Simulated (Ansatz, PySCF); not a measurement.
Ligands exchanged one at a time, Ga F-SiH3. Isolated molecules, 0 K electronic values unless said otherwise. Strings in code marks are SMILES.

Quantity: redistribution energy (mixed species minus the weighted end members), in kJ/mol.

Level 1: r2SCAN-D4/def2-TZVP (PySCF)
Level 2: frozen-core MP2/6-31G* // r2SCAN-D4/def2-TZVP (PySCF)
Level 3: HF/STO-3G // r2SCAN-D4/def2-TZVP (PySCF)
Level 4: HF/cc-pVTZ // r2SCAN-D4/def2-TZVP (Ansatz, a program for electronic structure)

| species | level 2 | level 3 | level 4 |
|---|---|---|---|
| 2 of 3 F replaced by SiH3: `[F][Ga]([SiH3])[SiH3]` | -20.95 | -12.35 | -20.06 |
| 1 of 3 F replaced by SiH3: `[F][Ga]([F])[SiH3]` | -37.44 | -19.30 | -35.24 |

### Question
What does level 1 give for each?

### Answer

- 2 of 3 F replaced by SiH3: `[F][Ga]([SiH3])[SiH3]`: -19.93
- 1 of 3 F replaced by SiH3: `[F][Ga]([F])[SiH3]`: -37.65
